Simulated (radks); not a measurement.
All-electron atom: Si2+ in [Ne] 3s2.

Calculated with a radial shooting solver on a logarithmic mesh with Libxc functionals: non-relativistic Kohn-Sham, PBE, spin-polarised, spherical densities, point nucleus.

Energy parts (eV):
total: -7845.852
kinetic: 7835.207
electron-nucleus: -18454.033
Hartree: 3319.538
exchange-correlation: -546.564

Orbitals (lengths in bohr, moments of r in powers of bohr; r(max) is where P^2 peaks):
\begin{tabular}{lrrrr}
orbital & occ. & eigenvalue (eV) & r(max) & <r^4> \\ \hline
1s & 2 & -1803.094 & 0.07298 & 0.0007272 \\
2s & 2 & -160.1442 & 0.4558 & 0.2768 \\
2p & 6 & -116.9404 & 0.3880 & 0.2932 \\
3s & 2 & -28.4776 & 1.699 & 30.42 \\
3p & 0 & -20.5159 & 1.906 & 54.88 \\
3d & 0 & -10.7174 & 2.463 & 200.1 \\
\end{tabular}

The highest occupied level is 3s at -28.478 eV. The density falls to 0.001 e/bohr^3 at r = 3.43 bohr. The electron density at the nucleus is 1772 e/bohr^3. Summed over all electrons, <r^2> = 11.75 bohr^2, which gives a Langevin (diamagnetic) susceptibility term of -9.31 x 10^-6 cm^3/mol. Virial ratio -V/T = 2.00136.
